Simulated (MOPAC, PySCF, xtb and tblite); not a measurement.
Conformational energy of SMILES c1(OC)ccccc1C(C)(C)C (C₁₁H₁₆O). Scanned: dihedral C1–O2–C3–C4; all other coordinates were relaxed at GFN2-xTB. Points at φ and −φ are mirror images. Heavy atoms are numbered in the order of the SMILES COc1ccccc1C(C)(C)C, hydrogens after them in the order of the atoms that carry them; the mirror image has the same energies with the sign of each dihedral reversed.

Methods: RKS-B3LYP/6-31G* = restricted B3LYP/6-31G*, spherical d, density fitting // GFN2-xTB in PySCF; GFN2-xTB (xtb and tblite); PM7, restricted, heats of formation // GFN2-xTB (MOPAC); RHF/3-21G = restricted Hartree-Fock/3-21G, density fitting // GFN2-xTB run with PySCF 2.14.0.

Energies relative to the lowest point of each profile, in mEh; the last columns give the difference from RHF:

```json
[
 {"φ / °": "-165", "RKS-B3LYP/6-31G*": "28.5", "GFN2-xTB": "24.8", "PM7": "21.3", "RHF/3-21G": "33.5", "RKS-B3LYP/6-31G* − RHF/3-21G": "-5.0", "GFN2-xTB − RHF/3-21G": "-8.7", "PM7 − RHF/3-21G": "-12.2"},
 {"φ / °": "-150", "RKS-B3LYP/6-31G*": "23.7", "GFN2-xTB": "22.0", "PM7": "17.9", "RHF/3-21G": "28.8", "RKS-B3LYP/6-31G* − RHF/3-21G": "-5.1", "GFN2-xTB − RHF/3-21G": "-6.8", "PM7 − RHF/3-21G": "-10.9"},
 {"φ / °": "-135", "RKS-B3LYP/6-31G*": "19.1", "GFN2-xTB": "18.9", "PM7": "14.4", "RHF/3-21G": "23.0", "RKS-B3LYP/6-31G* − RHF/3-21G": "-3.9", "GFN2-xTB − RHF/3-21G": "-4.1", "PM7 − RHF/3-21G": "-8.6"},
 {"φ / °": "-120", "RKS-B3LYP/6-31G*": "15.4", "GFN2-xTB": "16.2", "PM7": "11.3", "RHF/3-21G": "17.9", "RKS-B3LYP/6-31G* − RHF/3-21G": "-2.5", "GFN2-xTB − RHF/3-21G": "-1.7", "PM7 − RHF/3-21G": "-6.6"},
 {"φ / °": "-105", "RKS-B3LYP/6-31G*": "13.0", "GFN2-xTB": "13.1", "PM7": "7.3", "RHF/3-21G": "14.8", "RKS-B3LYP/6-31G* − RHF/3-21G": "-1.8", "GFN2-xTB − RHF/3-21G": "-1.7", "PM7 − RHF/3-21G": "-7.5"},
 {"φ / °": "-90", "RKS-B3LYP/6-31G*": "9.2", "GFN2-xTB": "10.6", "PM7": "6.3", "RHF/3-21G": "9.7", "RKS-B3LYP/6-31G* − RHF/3-21G": "-0.5", "GFN2-xTB − RHF/3-21G": "0.9", "PM7 − RHF/3-21G": "-3.3"},
 {"φ / °": "-75", "RKS-B3LYP/6-31G*": "5.9", "GFN2-xTB": "7.1", "PM7": "3.8", "RHF/3-21G": "5.6", "RKS-B3LYP/6-31G* − RHF/3-21G": "0.3", "GFN2-xTB − RHF/3-21G": "1.5", "PM7 − RHF/3-21G": "-1.8"},
 {"φ / °": "-60", "RKS-B3LYP/6-31G*": "4.3", "GFN2-xTB": "5.0", "PM7": "2.4", "RHF/3-21G": "3.6", "RKS-B3LYP/6-31G* − RHF/3-21G": "0.7", "GFN2-xTB − RHF/3-21G": "1.4", "PM7 − RHF/3-21G": "-1.2"},
 {"φ / °": "-45", "RKS-B3LYP/6-31G*": "3.1", "GFN2-xTB": "3.1", "PM7": "1.5", "RHF/3-21G": "2.6", "RKS-B3LYP/6-31G* − RHF/3-21G": "0.5", "GFN2-xTB − RHF/3-21G": "0.6", "PM7 − RHF/3-21G": "-1.0"},
 {"φ / °": "-30", "RKS-B3LYP/6-31G*": "1.5", "GFN2-xTB": "1.4", "PM7": "0.8", "RHF/3-21G": "1.3", "RKS-B3LYP/6-31G* − RHF/3-21G": "0.2", "GFN2-xTB − RHF/3-21G": "0.1", "PM7 − RHF/3-21G": "-0.6"},
 {"φ / °": "-15", "RKS-B3LYP/6-31G*": "0.4", "GFN2-xTB": "0.4", "PM7": "0.2", "RHF/3-21G": "0.3", "RKS-B3LYP/6-31G* − RHF/3-21G": "0.1", "GFN2-xTB − RHF/3-21G": "0.0", "PM7 − RHF/3-21G": "-0.1"},
 {"φ / °": "0", "RKS-B3LYP/6-31G*": "0.0", "GFN2-xTB": "0.0", "PM7": "0.0", "RHF/3-21G": "0.0", "RKS-B3LYP/6-31G* − RHF/3-21G": "0.0", "GFN2-xTB − RHF/3-21G": "0.0", "PM7 − RHF/3-21G": "0.0"},
 {"φ / °": "15", "RKS-B3LYP/6-31G*": "0.4", "GFN2-xTB": "0.4", "PM7": "0.2", "RHF/3-21G": "0.3", "RKS-B3LYP/6-31G* − RHF/3-21G": "0.1", "GFN2-xTB − RHF/3-21G": "0.0", "PM7 − RHF/3-21G": "-0.1"},
 {"φ / °": "30", "RKS-B3LYP/6-31G*": "1.5", "GFN2-xTB": "1.4", "PM7": "0.8", "RHF/3-21G": "1.3", "RKS-B3LYP/6-31G* − RHF/3-21G": "0.2", "GFN2-xTB − RHF/3-21G": "0.1", "PM7 − RHF/3-21G": "-0.6"},
 {"φ / °": "45", "RKS-B3LYP/6-31G*": "3.1", "GFN2-xTB": "3.1", "PM7": "1.5", "RHF/3-21G": "2.6", "RKS-B3LYP/6-31G* − RHF/3-21G": "0.5", "GFN2-xTB − RHF/3-21G": "0.6", "PM7 − RHF/3-21G": "-1.0"},
 {"φ / °": "60", "RKS-B3LYP/6-31G*": "4.3", "GFN2-xTB": "5.0", "PM7": "2.4", "RHF/3-21G": "3.6", "RKS-B3LYP/6-31G* − RHF/3-21G": "0.7", "GFN2-xTB − RHF/3-21G": "1.4", "PM7 − RHF/3-21G": "-1.2"},
 {"φ / °": "75", "RKS-B3LYP/6-31G*": "5.9", "GFN2-xTB": "7.1", "PM7": "3.8", "RHF/3-21G": "5.6", "RKS-B3LYP/6-31G* − RHF/3-21G": "0.3", "GFN2-xTB − RHF/3-21G": "1.5", "PM7 − RHF/3-21G": "-1.8"},
 {"φ / °": "90", "RKS-B3LYP/6-31G*": "9.2", "GFN2-xTB": "10.6", "PM7": "6.3", "RHF/3-21G": "9.7", "RKS-B3LYP/6-31G* − RHF/3-21G": "-0.5", "GFN2-xTB − RHF/3-21G": "0.9", "PM7 − RHF/3-21G": "-3.3"},
 {"φ / °": "105", "RKS-B3LYP/6-31G*": "13.0", "GFN2-xTB": "13.1", "PM7": "7.3", "RHF/3-21G": "14.8", "RKS-B3LYP/6-31G* − RHF/3-21G": "-1.8", "GFN2-xTB − RHF/3-21G": "-1.7", "PM7 − RHF/3-21G": "-7.5"},
 {"φ / °": "120", "RKS-B3LYP/6-31G*": "15.4", "GFN2-xTB": "16.2", "PM7": "11.3", "RHF/3-21G": "17.9", "RKS-B3LYP/6-31G* − RHF/3-21G": "-2.5", "GFN2-xTB − RHF/3-21G": "-1.7", "PM7 − RHF/3-21G": "-6.6"},
 {"φ / °": "135", "RKS-B3LYP/6-31G*": "19.1", "GFN2-xTB": "18.9", "PM7": "14.4", "RHF/3-21G": "23.0", "RKS-B3LYP/6-31G* − RHF/3-21G": "-3.9", "GFN2-xTB − RHF/3-21G": "-4.1", "PM7 − RHF/3-21G": "-8.6"},
 {"φ / °": "150", "RKS-B3LYP/6-31G*": "23.7", "GFN2-xTB": "22.0", "PM7": "17.9", "RHF/3-21G": "28.8", "RKS-B3LYP/6-31G* − RHF/3-21G": "-5.1", "GFN2-xTB − RHF/3-21G": "-6.8", "PM7 − RHF/3-21G": "-10.9"},
 {"φ / °": "165", "RKS-B3LYP/6-31G*": "28.5", "GFN2-xTB": "24.8", "PM7": "21.3", "RHF/3-21G": "33.5", "RKS-B3LYP/6-31G* − RHF/3-21G": "-5.0", "GFN2-xTB − RHF/3-21G": "-8.7", "PM7 − RHF/3-21G": "-12.2"},
 {"φ / °": "180", "RKS-B3LYP/6-31G*": "31.4", "GFN2-xTB": "26.3", "PM7": "22.9", "RHF/3-21G": "36.4", "RKS-B3LYP/6-31G* − RHF/3-21G": "-5.1", "GFN2-xTB − RHF/3-21G": "-10.2", "PM7 − RHF/3-21G": "-13.6"}
]
```

RKS-B3LYP/6-31G* is furthest from RHF/3-21G at 180 (-5.1 mEh, below); its mean absolute difference over the points is 1.9 mEh.

GFN2-xTB is furthest from RHF/3-21G at 180 (-10.2 mEh, below); its mean absolute difference over the points is 2.7 mEh.

PM7 is furthest from RHF/3-21G at 180 (-13.6 mEh, below); its mean absolute difference over the points is 5.1 mEh.
